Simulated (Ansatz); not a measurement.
`C[S][MgH]` + HBr → `[MgH][Br]` + CH₃SH at 298.15 K and 1 bar (ligand exchange at a Mg–S bond).

Program: Ansatz. Geometries: PBE0-D4/def2-TZVP. ΔE: electronic, gas phase. CCSD(T)/CBS is the MP2 limit (def2-TZVPP, def2-QZVPP) plus CCSD(T) − MP2 in def2-TZVPP, frozen cores. This one scheme is used for every species. For Br, Mg outer-core shells are correlated without core-valence functions, which leaves a few kJ/mol of doubt a bond. Scalar relativity is left out up to krypton.

| species | CCSD(T)/CBS energy (Eh) | H − E (kJ/mol) | S (J/(mol·K)) |
| --- | --- | --- | --- |
| `C[S][MgH]` | -638.14397 | 132.0 | 313.9 |
| HBr | -2573.91920 | 24.6 | 198.6 |
| `[MgH][Br]` | -2773.87245 | 27.7 | 251.3 |
| CH₃SH | -438.22835 | 133.0 | 253.2 |

H − E and S are ideal-gas, rigid-rotor, harmonic terms from PBE0-D4/def2-TZVP. 1 Eh = 2625.50 kJ/mol, R = 8.31446 J/(mol·K).

By hand: ΔE, ΔH, ΔS and ΔG.

ΔE = (-2773.87245) + (-438.22835) − (-638.14397) − (-2573.91920) = -0.03763 Eh = -98.8 kJ/mol. Δ(H − E) = 27.7 + 133.0 − 132.0 − 24.6 = 4.1, so ΔH = -94.7 kJ/mol. ΔS = 251.3 + 253.2 − 313.9 − 198.6 = -8.0 J/(mol·K). ΔG = -94.7 − 298.15 × (-8.0)/1000 = -92.3 kJ/mol.

By hand: the equilibrium constant, and the temperature at which ΔG would vanish if ΔH and ΔS stayed fixed.

log₁₀ K = −ΔG/(RT ln 10) = 16.2. ΔG = 0 at ΔH/ΔS = 11838 K, far beyond where these terms or the molecules hold.

The number of gas molecules stays the same, so ΔS is small and ΔH decides. A doubt of 5 kJ/mol in ΔE shifts log₁₀ K by 0.9 here. These are equilibria of isolated gas molecules and say nothing of rates. Largest T1 diagnostic: 0.009 (customary marks: 0.02 for closed shells, 0.045 for open ones).
